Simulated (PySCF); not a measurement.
Compound: (HAlO)3 ring, Al₃H₃O₃.
Z-matrix (Å and degrees, PBE0-D3(BJ)/def2-SVP geometry), rows numbered from 1:
```
Al
H   1  1.5702
O   1  1.7152  2  123.06
Al  3  1.7151  1  126.11  2  -179.86
H   4  1.5699  3  123.07  1   178.73
O   4  1.7153  3  113.94  1    -1.02
Al  6  1.7151  4  126.04  3     0.92
H   7  1.5701  6  123.14  4  -179.92
O   1  1.7150  2  123.10  3   179.89
```

The calculation used delta-SCF UKS SCAN, pcX-2 on the ionised atom, pcseg-1 elsewhere, spin-free X2C in PySCF. Every row has its own mixed basis.

```json
{"ionised atom": "O3", "basis functions": "142", "E(ground) (Eh)": "-956.40076", "binding energy (eV)": "536.923"}
{"ionised atom": "Al1", "basis functions": "153", "E(ground) (Eh)": "-956.41217", "binding energy (eV)": "1567.371"}
```

Fill in the total energy of each core-ionised state.

With binding energy = E(ionised) − E(ground) and 27.2114 eV a hartree:

```
atom  binding energy (Eh)  E(ionised) (Eh)
  O3              19.7316        -936.6692
 Al1              57.5998        -898.8124
```

How much do the ground-state energies differ, and what would follow from using one of them for all holes?

They run from -956.4122 Eh (core basis on Al1) to -956.4008 Eh (on O3), 0.0114 Eh or 0.31 eV apart, though the state is the same; only basis and grid differ. Pairing the ion of O3 with the ground state of Al1 would put its binding energy 0.31 eV too high.

Only 1s holes are shown. The first atom of each set that the bonding makes equivalent was ionised and stands for the set. One conformer (not necessarily the lowest) at the PBE0-D3(BJ)/def2-SVP geometry, without solvent, vibrations or thermal averaging.

Hardware: one thread of an Arm Neoverse V1, on a shared host. Cost: 15 s wall, 0.45 GiB resident at most.
